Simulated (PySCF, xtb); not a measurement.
F3OSi, SMILES F[Si]([O])(F)F (connectivity only; charge and spin as stated), charge -1, multiplicity 1.

GFN2-xTB in xtb at its own geometry gives an orbital gap of 9.64 eV.

Geometry: PBE0-D3(BJ)/def2-SVPD. The multiplicity is an assumed one; other spin states were not compared. The isomer is the one that the SMILES or the coordinates give; other isomers of the formula were not compared.

**Question.** What does r2SCAN/def2-SVPD (PySCF) give? (Estimate from the structure and the level; the computed values follow.)

**Answer.** gap 5.92 eV (levels -1.49 and 4.43 eV).
